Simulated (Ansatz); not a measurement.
`[CH3][GaH][GeH2][F]` + H₂S → `[F][GeH2][SH]` + `[CH3][GaH2]`  (cleavage of the Ge–Ga bond)

Gas-phase electronic energies from Ansatz, PBE0-D4/def2-TZVP geometries. CBS: MP2 limit from def2 TZ/QZ plus the TZ coupled-cluster correction, frozen cores. This one scheme is used for every species. DFT in def2-TZVPP. B3LYP here is the variant with VWN-RPA as its local correlation; programs differ in this. For Ga, Ge outer-core shells are correlated without core-valence functions, which leaves a few kJ/mol of doubt a bond. Scalar relativity is left out up to krypton. Each species was taken in one conformer, which may not be the lowest.

```json
{"level": "PBE-D4", "ΔE (kcal/mol)": "-2.3", "difference from CCSD(T)/CBS": "0.9"}
{"level": "PBE0-D4", "ΔE (kcal/mol)": "-3.1", "difference from CCSD(T)/CBS": "0.1"}
{"level": "B3LYP-D4", "ΔE (kcal/mol)": "-2.6", "difference from CCSD(T)/CBS": "0.6"}
{"level": "ωB97X-V", "ΔE (kcal/mol)": "-4.3", "difference from CCSD(T)/CBS": "-1.1"}
{"level": "ωB97M-V", "ΔE (kcal/mol)": "-4.0", "difference from CCSD(T)/CBS": "-0.8"}
{"level": "PBE", "ΔE (kcal/mol)": "-2.4", "difference from CCSD(T)/CBS": "0.8"}
{"level": "r2SCAN", "ΔE (kcal/mol)": "-4.0", "difference from CCSD(T)/CBS": "-0.8"}
{"level": "PBE0", "ΔE (kcal/mol)": "-3.3", "difference from CCSD(T)/CBS": "-0.1"}
{"level": "B3LYP", "ΔE (kcal/mol)": "-2.8", "difference from CCSD(T)/CBS": "0.4"}
{"level": "HF/def2-TZVPP", "ΔE (kcal/mol)": "-5.9", "difference from CCSD(T)/CBS": "-2.7"}
{"level": "CCSD/def2-TZVPP", "ΔE (kcal/mol)": "-3.3", "difference from CCSD(T)/CBS": "-0.1"}
{"level": "CCSD(T)/def2-TZVPP", "ΔE (kcal/mol)": "-3.5", "difference from CCSD(T)/CBS": "-0.3"}
{"level": "MP2/def2-QZVPP", "ΔE (kcal/mol)": "-4.7", "difference from CCSD(T)/CBS": "-1.5"}
{"level": "SCS-MP2/def2-QZVPP", "ΔE (kcal/mol)": "-4.7", "difference from CCSD(T)/CBS": "-1.5"}
{"level": "MP2/CBS(def2)", "ΔE (kcal/mol)": "-4.5", "difference from CCSD(T)/CBS": "-1.3"}
{"level": "CCSD/CBS(def2)", "ΔE (kcal/mol)": "-3.1", "difference from CCSD(T)/CBS": "0.1"}
{"level": "CCSD(T)/CBS", "ΔE (kcal/mol)": "-3.2", "difference from CCSD(T)/CBS": "0"}
```

Largest T1 diagnostic among the species: 0.012.

From PBE to PBE0 (25 % exact exchange), in def2-TZVPP and without D4, ΔE moves by −0.8 kcal/mol. In def2-TZVPP, CCSD(T) changes the Hartree–Fock value by +2.4 kcal/mol (the triples alone add −0.2 kcal/mol) and MP2 by +1.1 kcal/mol.
